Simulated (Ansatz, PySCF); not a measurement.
Breaking the O2–H3 bond in HNaO (SMILES [OH][Na]) (multiplicity 1 held, fragments rigid). Energies count from the point at 0.954 Å.
Geometry at that point (charge 0, multiplicity 1):
```xyz
3

Na     0.0000     0.0000    -0.9173
O      0.0000     0.0000     1.0151
H      0.0000     0.0000     1.9693
```

Restricted levels (R-, RO-) in cc, def2 and unpolarised 6-31G sets keep to the state of the molecule at rest. Left out are points that failed, MP2 points that dive below the minimum, coupled-cluster points behind a jump of the amplitudes or a sharp parting from full CI or MRCI, small-basis points behind a change of solution, and semi-empirical points at long bonds.

Rows in 6-31G* carry no dispersion term and start afresh at each structure (6-31G* with six Cartesian d functions). MP2/6-31G* freezes PySCF's default core, which is smaller on s-block atoms.

The values were computed with Ansatz (Gaussian orbitals); PySCF for 6-31G* rows. Values without a source in brackets are computed.

Energies in kJ/mol.

| R (Å) | R-PBE/def2-TZVPPD | R-BP86/6-31G* | R-B3LYP/6-31G* | R-B3LYP/def2-TZVPPD | R-MP2/6-31G* |
|---|---|---|---|---|---|
| 0.763 | 161 | 172 | 164 | 152 | 169 |
| 0.859 | 33 | 38 | 34 | 29 | 35 |
| 0.954 | 0 | 0 | 0 | 0 | 0 |
| 1.050 | 16 | 12 | 16 | 20 | 16 |
| 1.145 | 57 | 49 | 56 | 64 | 58 |
| 1.288 | 137 | 122 | 135 | 149 | 139 |
| 1.431 | 220 | 200 | 216 | 237 | 225 |
| 1.670 | 345 | 316 | 339 | 368 | 354 |
| 1.908 | 445 | 410 | 439 | 473 | 460 |
| 2.195 | 532 | 494 | 530 | 566 | 554 |
| 2.576 | 608 | left out | 614 | 650 | 633 |
| 3.054 | 661 | left out | 677 | 712 | 672 |

Doubts at one or more of the structures used: a restricted determinant that unrestricted orbitals would lower (R-PBE/def2-TZVPPD, R-BP86/6-31G*, R-B3LYP/6-31G*, R-B3LYP/def2-TZVPPD, R-MP2/6-31G*).

Ansatz is an electronic-structure program.
